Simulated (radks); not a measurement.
Values are calculated unless marked as measured or tabulated.
How relativity changes the ionisation of neutral mercury ([Hg]) to Hg+ ([Xe] 4f14 5d10 6s1). Spin-unpolarised spherical Kohn-Sham, LDA (Slater exchange, Perdew-Wang correlation), point nucleus unless stated (finite: rms radius 5.4648 fm), a radial shooting solver on a logarithmic mesh with Libxc functionals. A level marked "c x" has the speed of light scaled by that factor.

| level | E(Hg) (hartree) | E(Hg+) (hartree) | IE (eV) | HOMO | <r> HOMO (bohr) |
|---|---|---|---|---|---|
| non-rel. | -18404.2404 | -18403.9092 | 9.013 | 6s | 3.075 |
| scalar-rel. | -19611.9760 | -19611.5703 | 11.042 | 6s | 2.678 |
| scalar-rel., finite nucleus | -19607.2572 | -19606.8517 | 11.034 | 6s | 2.679 |
| Dirac | -19651.3611 | -19650.9549 | 11.053 | 6s1/2 | 2.679 |
| Dirac, finite nucleus | -19646.5858 | -19646.1798 | 11.045 | 6s1/2 | 2.680 |
| Dirac, c x 0.75 | -21111.4445 | -21110.9188 | 14.305 | 5d5/2 | 1.611 |
| Dirac, c x 3 | -18521.7416 | -18521.4043 | 9.178 | 6s1/2 | 3.035 |
| Dirac, c x 10 | -18414.6464 | -18414.3147 | 9.027 | 6s1/2 | 3.072 |

NIST Atomic Spectra Database: 10.438 eV (measured). The relativistic part of the total energy of Hg is -1242 hartree (Dirac, finite nucleus), 6.8 % of the non-relativistic value. Spin polarisation and multiplet splitting of open shells are left out at every level.

Beside tabulated values, note that relativity, absent from the non-relativistic runs, is large for the heavy elements, and spin-unpolarised runs miss the spin-polarisation part of the exchange energy of open shells.
